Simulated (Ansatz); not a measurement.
```yaml
crystal:
  periodic: [false, false, false]
  atoms:
    - {symbol: O, position_ang: [1.281724, -2.743351, -0.233709]}
    - {symbol: C, position_ang: [0.913669, -1.733761, -0.115839]}
    - {symbol: In, position_ang: [1.808019, 0.994672, 0.678665]}
    - {symbol: B, position_ang: [0.410873, -0.381667, 0.007676]}
    - {symbol: Si, position_ang: [-1.475263, 0.289876, -0.269780]}
    - {symbol: H, position_ang: [2.983850, 2.177555, 1.137951]}
    - {symbol: H, position_ang: [-1.458798, 1.719202, -0.050587]}
    - {symbol: H, position_ang: [-1.923456, 0.031537, -1.688974]}
    - {symbol: H, position_ang: [-2.519884, -0.359349, 0.604695]}
basis:
  gaussian: {orbitals: def2-mTZVP, fitting: {mean_field: cc-pVTZ-jkfit}}
magnetization: {spin_polarized: true, initial_magnetization: 1}
hamiltonian: {xc: {name: B97}, pseudopotentials: {relativity: none}}
output: {forces: true}
```

```sh
$ ansatz run in.yaml --threads 4 --pin off --events-out ev --progress --plain --max-ram 10444MiB
```

Output, abridged:

```
Error: a molecule whose nuclei and cores have a total charge of 58 cannot have a net charge of 0 together with 1 unpaired electrons
```

**Question.** What is wrong with this run?

**Answer.** The number of unpaired electrons doesn't fit the electron count. The input was rejected before any iteration.
